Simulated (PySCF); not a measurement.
singlet silylene (H2Si), singlet, geometry from GFN2-xTB. Base run: PBE0/pcseg-1 (PySCF).

Input for PySCF:
```python
from pyscf import gto, scf, dft

mol = gto.Mole()
mol.atom = '''
    Si   -0.00666824   -0.00277970    0.12275926
    H     0.04778718    1.13172388   -0.83406892
    H     0.04556812   -1.09280805   -0.88456070
'''
mol.basis = 'pcseg-1'
mol.verbose = 4
mol.build()

mf = dft.RKS(mol)
mf.xc = 'pbe0'
mf.kernel()
```

Each row names what was changed in the base input (with any setting that the change needs).

| change | ΔE vs base (µEh) | grid points | electrons on the grid |
|---|---|---|---|
| base | 0.0 | 38800 | 16.00000 |
| grids.atom_grid = (150, 974) | 0.0 | 241504 | 16.00000 |
| grids.atom_grid = (99, 590) | 0.0 | 96528 | 16.00000 |
| grids.prune = off | 0.0 | 64920 | 16.00000 |
| grids.level = 1 | -1.2 | 11360 | 16.00000 |
| grids.level = 0 | 5157 | 2864 | 16.00061 |
| grids.level = 5 | 0.0 | 90632 | 16.00000 |
| grids.prune = dft.gen_grid.sg1_prune | -14.2 | 15000 | 16.00001 |
| grids.atom_grid = (50, 194) | 0.3 | 19768 | 16.00000 |
| small_rho_cutoff = 0 | 0.0 | 38800 | 16.00000 |
| grids.atom_grid = (30, 110) | 121 | 7408 | 15.99992 |
